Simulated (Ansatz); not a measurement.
```yaml
crystal:
  periodic: [false, false, false]
  atoms:
    - {symbol: B, position_ang: [-1.483089, 2.183734, 0.364481]}
    - {symbol: C, position_ang: [-0.126873, 1.117038, 0.112204]}
    - {symbol: O, position_ang: [-0.702747, 0.040752, -0.706311]}
    - {symbol: C, position_ang: [0.283493, -0.777821, -1.073890]}
    - {symbol: Si, position_ang: [0.821979, -1.855272, 0.396204]}
    - {symbol: H, position_ang: [-1.334870, 2.942496, 0.868826]}
    - {symbol: H, position_ang: [-2.478073, 1.992163, -0.081759]}
    - {symbol: H, position_ang: [0.034178, 0.971081, 1.034433]}
    - {symbol: H, position_ang: [0.532078, 1.926549, -0.284578]}
    - {symbol: H, position_ang: [0.283263, -1.139028, -1.868138]}
    - {symbol: H, position_ang: [1.481219, -0.055943, -1.112132]}
    - {symbol: H, position_ang: [1.848504, -2.908096, 0.051349]}
    - {symbol: H, position_ang: [0.963291, -1.197956, 1.705621]}
    - {symbol: H, position_ang: [-0.444831, -2.910533, 0.630267]}
basis:
  gaussian: {orbitals: x2c-TZVPPall}
total_charge: -1
magnetization: {spin_polarized: true, initial_magnetization: 2}
hamiltonian: {xc: {name: B3LYP}}
```

```sh
$ ansatz run in.yaml --threads 4 --pin off --events-out ev --progress --plain --max-ram 10444MiB
```

Shortened log:

```
Error: a molecule whose nuclei and cores have a total charge of 48 cannot have a net charge of -1 together with 2 unpaired electrons
```

Question: Something in this input is off. What?

Answer: The number of unpaired electrons doesn't fit the electron count. The input was rejected before any iteration.

B3LYP here is the variant with VWN-RPA as its local correlation; programs differ in this.
